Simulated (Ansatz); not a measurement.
## Match the barriers

Saddle point of GeH$_{4}$O, closed shell (GeH₂O ([OH][GeH]) + H₂ → GeH₄O ([OH2][GeH2]); bonds formed: Ge1–H5, O2–H3; bonds broken: H3–H5; bonds weakened to dative contacts: Ge1–O2), PBE0-D4/def2-TZVP structure:

Ge1  (0.280, 0.587, -0.962)
O2  (-0.711, -0.787, 0.107)
H3  (0.374, -0.243, 0.684)
H4  (-0.570, 1.730, -0.261)
H5  (1.121, 0.379, 0.651)
H6  (-0.494, -1.666, -0.218)
(Å)

Program: Ansatz 0.2.0. Basis: def2-TZVPP, with def2-QZVPP for the basis limit. Cores are frozen in the correlated methods. Filled d shells of the heavier atoms are correlated. The def2 sets are not built for correlating such inner shells, so the correlated values are less sure here. Extrapolation: Hartree–Fock as exp(−7.88 √X), correlation as X^−2.97. Four methods, as single points on the PBE0-D4 structures, gave these electronic barriers from the start structure: 20.58, 22.49, 28.58, 36.71 kcal/mol.

Task: The methods were, in alphabetical order, BHLYP-D4, HF, PBE-D4, PBE0-D4. Which gave which? (A judgement: the text doesn't fix the answer.)

Result: Computed: PBE-D4 20.58; PBE0-D4 22.49; BHLYP-D4 28.58; HF 36.71 kcal/mol. For comparison, CCSD(T) at an estimated basis limit (MP2 extrapolated from triple and quadruple zeta, plus CCSD(T) − MP2 in triple zeta) gives 26.91 kcal/mol.

T1 diagnostic: at most 0.016.

Labels in which every atom is bracketed show which atoms are joined, not bond orders.

For scale, one of the runs: CCSD(T)/def2-TZVPP, 135 basis functions, launched by `ansatz run in.yaml --threads 2 --pin off --events-out ev --progress --plain --max-ram 4352MiB`. Hardware: 2 CPU threads of an Intel Xeon Platinum 8175M, shared host. Wall time 13 s; peak host memory 0.76 GiB.
